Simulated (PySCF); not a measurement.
# Two-component Hartree-Fock for Tl (thallium, neutral)

Start: [Xe] 4f14 5d10 6s2 6p1; 6p3/2 filled at m_j = +3/2. Calculated with PySCF 2.14 in x2c-TZVPall-2c with one added diffuse shell each of s, p, d, f type (12s12p10d4f, 126 functions): generalised Hartree-Fock with the X2C-1e Hamiltonian and a Gaussian nucleus; one run each with spin-orbit coupling (SO) screened by Boettger's factors, then bare. This is a chosen level, not necessarily the ground level.

```csv
spinor shell,electrons,"ε, screened SO (eV)","ε, bare SO (eV)",weight of nominal j (bare SO),"rms radius, bare SO (bohr)"
1s1/2,2,-85980.6,-85978.4,1.000,0.0184
2s1/2,2,-15461.4,-15460.7,1.000,0.0743
2p1/2,2,-14817.3,-14864.0,1.000,0.0626
2p3/2,4,-12746.5,-12732.4,1.000,0.0711
3s1/2,2,-3761.4,-3761.2,1.000,0.189
3p1/2,2,-3471.9,-3482.2,1.000,0.181
3p3/2,4,-3005.0,-3001.7,1.000,0.198
3d3/2,4,-2532.9,-2541.6,1.000,0.173
3d5/2,6,-2433.7,-2428.2,1.000,0.178
4s1/2,2,-878.08,-878.02,1.000,0.416
4p1/2,2,-752.24,-754.80,1.000,0.419
4p3/2,4,-637.16,-636.36,1.000,0.455
4d3/2,4,-431.64,-433.57,1.000,0.464
4d5/2,6,-409.56,-408.34,1.000,0.477
5s1/2,2,-153.06,-153.06,1.000,0.942
4f5/2,6,-141.53,-142.89,1.000,0.508
4f7/2,8,-136.97,-135.91,1.000,0.511
5p1/2,2,-108.68,-109.18,1.000,1.01
5p3/2,4,-87.795,-87.648,1.000,1.11
5d3/2,4,-24.712,-24.952,1.000,1.44
5d5/2,6,-22.228,-22.097,1.000,1.52
6s1/2,2,-12.409,-12.414,0.999,2.76
6p3/2,1,-4.854,-4.851,1.000,4.34
```

```json
{"quantity": "E (hartree)", "screened SO": "-20265.10520", "bare SO": "-20267.20599"}
{"quantity": "M_J", "screened SO": "3/2", "bare SO": "3/2"}
{"quantity": "⟨J²⟩", "screened SO": "3.760", "bare SO": "3.760"}
{"quantity": "⟨L²⟩", "screened SO": "2.199", "bare SO": "2.216"}
{"quantity": "⟨S²⟩", "screened SO": "0.947", "bare SO": "0.964"}
```

Each row is a mean over spinors that exchange with the open shell spreads, by up to 1.186 eV (6s1/2).

Breit and QED terms are absent; they matter most for the inner s and p1/2 levels.

Densities and radii are taken from the X2C orbitals without a picture-change correction, which distorts them close to the nucleus.
